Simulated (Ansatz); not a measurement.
`N#CB(Cl)Cl` + `O[SiH3]` → `[SiH3]OB(Cl)Cl` + `C#N` at 600 K and 1 bar (ligand exchange at a B–C bond).

Gas-phase electronic energies from Ansatz, PBE0-D4/def2-TZVP geometries. CCSD(T)/CBS adds triple-zeta CCSD(T) − MP2 to the extrapolated MP2 energy (def2 sets, frozen cores). This one scheme is used for every species. Each species was taken in one conformer, which may not be the lowest.

| species | CCSD(T)/CBS energy (Eh) | H − E (kJ/mol) | S (J/(mol·K)) |
| --- | --- | --- | --- |
| `N#CB(Cl)Cl` | -1037.17055 | 80.9 | 370.6 |
| `O[SiH3]` | -366.69042 | 135.7 | 307.9 |
| `[SiH3]OB(Cl)Cl` | -1310.57934 | 153.5 | 439.2 |
| `C#N` | -93.32098 | 64.3 | 228.4 |

H − E and S are ideal-gas, rigid-rotor, harmonic terms from PBE0-D4/def2-TZVP, for one conformer and one mirror image of each species. 1 Eh = 2625.50 kJ/mol, R = 8.31446 J/(mol·K).

By hand: ΔE, ΔH, ΔS and ΔG.

ΔE = (-1310.57934) + (-93.32098) − (-1037.17055) − (-366.69042) = -0.03935 Eh = -103.3 kJ/mol. Δ(H − E) = 153.5 + 64.3 − 80.9 − 135.7 = 1.2, so ΔH = -102.1 kJ/mol. ΔS = 439.2 + 228.4 − 370.6 − 307.9 = -10.9 J/(mol·K). ΔG = -102.1 − 600 × (-10.9)/1000 = -95.6 kJ/mol.

By hand: the equilibrium constant, and the temperature at which ΔG would vanish if ΔH and ΔS stayed fixed.

log₁₀ K = −ΔG/(RT ln 10) = 8.3. ΔG = 0 at ΔH/ΔS = 9367 K, far beyond where these terms or the molecules hold.

The number of gas molecules stays the same, so ΔS is small and ΔH decides. A doubt of 5 kJ/mol in ΔE shifts log₁₀ K by 0.4 here. Other conformers and mirror images would add mixing entropy, several J/(mol·K) or more a flexible species. These are equilibria of isolated gas molecules and say nothing of rates. Largest T1 diagnostic: 0.014 (customary marks: 0.02 for closed shells, 0.045 for open ones).
